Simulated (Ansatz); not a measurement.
`C[O][GeH2][Br]` + CH₃OH → `C[O][GeH2][O]C` + HBr at 600 K and 1 bar (ligand exchange at a Ge–Br bond).

Program: Ansatz. Geometries: PBE0-D4/def2-TZVP. ΔE: electronic, gas phase. CCSD(T)/CBS adds triple-zeta CCSD(T) − MP2 to the extrapolated MP2 energy (def2 sets, frozen cores). This one scheme is used for every species. For Br, Ge outer-core shells are correlated without core-valence functions, which leaves a few kJ/mol of doubt a bond. Scalar relativity is left out up to krypton. One conformer a species, not always the lowest.

| species | CCSD(T)/CBS energy (Eh) | H − E (kJ/mol) | S (J/(mol·K)) |
| --- | --- | --- | --- |
| `C[O][GeH2][Br]` | -4765.70555 | 208.7 | 444.2 |
| CH₃OH | -115.61712 | 163.6 | 277.3 |
| `C[O][GeH2][O]C` | -2307.38926 | 332.1 | 477.3 |
| HBr | -2573.91920 | 33.5 | 219.1 |

H − E and S are ideal-gas, rigid-rotor, harmonic terms from PBE0-D4/def2-TZVP, for one conformer and one mirror image of each species. 1 Eh = 2625.50 kJ/mol, R = 8.31446 J/(mol·K).

**Question.** By hand: ΔE, ΔH, ΔS and ΔG.

**Answer.** ΔE = (-2307.38926) + (-2573.91920) − (-4765.70555) − (-115.61712) = 0.01421 Eh = 37.3 kJ/mol. Δ(H − E) = 332.1 + 33.5 − 208.7 − 163.6 = -6.7, so ΔH = 30.6 kJ/mol. ΔS = 477.3 + 219.1 − 444.2 − 277.3 = -25.1 J/(mol·K). ΔG = 30.6 − 600 × (-25.1)/1000 = 45.7 kJ/mol.

**Question.** By hand: the equilibrium constant, and the temperature at which ΔG would vanish if ΔH and ΔS stayed fixed.

**Answer.** log₁₀ K = −ΔG/(RT ln 10) = -4.0. ΔH and −TΔS have one sign here, so there is no such temperature.

TΔS isn't small against ΔH here. A doubt of 5 kJ/mol in ΔE shifts log₁₀ K by 0.4 here. Other conformers and mirror images would add mixing entropy, several J/(mol·K) or more a flexible species. Modes under 60 cm⁻¹, often nearly free rotors, make the harmonic entropy too high. These are equilibria of isolated gas molecules and say nothing of rates. Largest T1 diagnostic: 0.012 (customary marks: 0.02 for closed shells, 0.045 for open ones).
